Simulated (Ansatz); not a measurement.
Isomers of Ge12N (doublet), relaxed with PBE-D4/def2-SVP; total energies from Ansatz at PBE0-D4/def2-TZVP.

```csv
isomer,description,energy (Eh)
A,point group Cs; 18 × Ge–Ge 2.49 to 2.85 Å; 3 × Ge–N 1.87 to 1.91 Å,-24975.98596
B,point group not assigned; 22 × Ge–Ge 2.56 to 2.84 Å; 4 × Ge–N 1.92 to 2.12 Å,-24975.97696
C,point group not assigned; 23 × Ge–Ge 2.50 to 2.85 Å; 4 × Ge–N 1.96 to 2.03 Å,-24975.98036
D,point group not assigned; 21 × Ge–Ge 2.45 to 2.86 Å; 4 × Ge–N 1.95 to 2.02 Å,-24975.96567
```

Single mean-field runs in def2-TZVP are fitted with def2-universal-jkfit.

The isomers come from a short search, and lower ones may exist.

Q: Work out the relative energies (1 Eh = 2625.5 kJ/mol) and the Boltzmann populations at 1200 K from electronic energies alone (R = 8.314 J/mol/K).

A: ΔE: A 0.0, B 23.6, C 14.7, D 53.3 kJ/mol. RT = 9.98 kJ/mol. Factors exp(−ΔE/RT): A 1, B 0.094, C 0.229, D 0.00479; sum 1.328. Populations: A 75.3 %, B 7.1 %, C 17.2 %, D 0.4 %. Zero-point energy, vibrational entropy and symmetry numbers are left out and can shift these; an error of 4 kJ/mol changes a ratio by a factor of 1.5. Over the other density-functional and correlated levels in def2 sets, the gap between A and C ranges from 2 to 76 kJ/mol.
